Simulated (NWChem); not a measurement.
# Relativistic effects in HClSTe

```
Te
S 1 2.3799
H 2 1.3545 1 97.84
Cl 1 2.3853 2 102.07 3 86.85
```
Charge 0, spin multiplicity 1.

The numbers come from NWChem runs, not from measurements. All single points use one geometry, from PBE0/def2-SVP with def2 effective core potentials on Te, a minimum by its harmonic frequencies. It is one conformer; others weren't searched.

Functional PBE0, all-electron basis x2c-SVPall-2c, contracted for the X2C Hamiltonian and used here with ZORA. The ion keeps the geometry and has multiplicity 2 in the scalar run; the spin-orbit run starts from the same electron counts.

The cost column gives rough processor time relative to scalar ZORA; each entry includes its own SCF.

The structure started from a generated list of species. No SCF solution was tested for a lower state.

```
Hamiltonian      ΔSCF ionisation energy (eV)  HOMO (eV)  LUMO (eV)  gap (eV)  relative cost
---------------  ---------------------------  ---------  ---------  --------  -------------
scalar ZORA                             8.81      -6.62      -2.46      4.15              1
spin-orbit ZORA                         8.83      -6.64      -2.47      4.17        under 3
```

From scalar ZORA to spin-orbit ZORA the ionisation energy increases by 0.02 eV.
